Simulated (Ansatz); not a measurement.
## Energy profile

The step: CH₇GeN ([CH3][GeH2][NH2]) + H₂ → CH₆Ge ([CH3][GeH3]) + NH₃; bonds formed: Ge1–H7, N2–H6; bonds broken: Ge1–N2, H6–H7 (atoms numbered as in the saddle structure below).

```tsv
atom	x (Å)	y (Å)	z (Å)
Ge1	-0.7238	-0.0930	0.0297
N2	0.5924	-0.9350	1.2904
H3	-1.2606	-1.4847	-0.4803
H4	-1.9208	0.5248	0.7625
C5	0.0317	0.7508	-1.5539
H6	0.7798	0.1993	1.4966
H7	0.3918	1.2749	1.1192
H8	0.1965	-1.4977	2.0378
H9	1.3497	-1.4463	0.8468
H10	0.0698	1.8294	-1.4157
H11	1.0507	0.3865	-1.6976
H12	-0.5574	0.4910	-2.4357
```

Electronic energies by CCSD(T) at an estimated basis limit (MP2 extrapolated from triple and quadruple zeta, plus CCSD(T) − MP2 in triple zeta), on PBE0-D4/def2-TZVP structures; CH9GeN, closed shell; no counterpoise correction. Computed with Ansatz 0.2.0 (basis: def2-TZVPP and def2-QZVPP); correlated methods freeze the cores. Filled d shells of the heavier atoms are correlated. The def2 sets are not built for correlating such inner shells, so the correlated values are less sure here. Extrapolation: Hartree–Fock as exp(−7.88 √X), correlation as X^−2.97.

Task: Give the profile in kcal/mol, counted from the separated reactants. (Judge from chemistry; the value comes from the calculation.)

Result: By the calculation:
```tsv
point	kcal/mol
separated: CH7GeN (linked as [CH3][GeH2][NH2]; Ge1, N2, H3, H4, C5, H8, H9, H10, H11, H12; singlet) + H2 (H6, H7; singlet)	0.00
start structure	-0.80
saddle	47.99
end structure	-6.61
separated: CH6Ge (linked as [CH3][GeH3]; Ge1, H3, H4, C5, H7, H10, H11, H12; singlet) + NH3 (N2, H6, H8, H9; singlet)	-4.35
```

No T1 diagnostic of these runs exceeds 0.012.

For scale, one of the runs: CCSD(T)/def2-TZVPP, 236 basis functions, launched by `ansatz run in.yaml --threads 4 --pin off --events-out ev --progress --plain --max-ram 9574MiB`. Time: 2.2 min of wall clock on 4 CPU threads of an Arm Neoverse V2; the host was shared. Peak host memory: 4.4 GiB.
